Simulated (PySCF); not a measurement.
**Trend along group 14: MSi molecules**

CCSD(T) with triple-zeta basis sets in PySCF, for the lowest determinant that a PBE0 search found; no spin–orbit coupling. De refers to high-spin ground-configuration atoms.

| M | basis | reference, frozen orbitals | state (unpaired electrons) | Re (Å) | ωe (cm⁻¹) | De (eV) |
| --- | --- | --- | --- | --- | --- | --- |
| C | x2c-TZVPPall | ROHF, 6 | triplet (σ ↑, π ↑) | 1.730 | 955 | 4.17 |
| Si | def2-TZVPP | UHF, 10 | triplet (π ↑↑) | 2.261 | 511 | 3.07 |
| Sn | def2-TZVPP | UHF, 9 | triplet (π ↑↑) | 2.516 | 349 | 2.55 |
| Pb | def2-TZVPP | UHF, 9 | triplet (π ↑↑) | 2.592 | 317 | 2.37 |

The shortest bond is that of SiC (1.730 Å), the longest that of SiPb (2.592 Å).

The rows differ in basis set, which adds steps of its own.

The state changes along the series, so neighbouring rows are not always alike in their bonding.

Correlated steps freeze the inner cores (6 to 10 orbitals); shallow outer-core shells are correlated. UHF and ROHF references stand side by side, which adds small steps between rows. Spin–orbit coupling is left out, which matters for elements this heavy, above all for dissociation energies. The CCSD T1 diagnostic is raised in SiC, a sign that a single reference may not be enough there. States were picked by a PBE0 search and need not be the measured ground states.
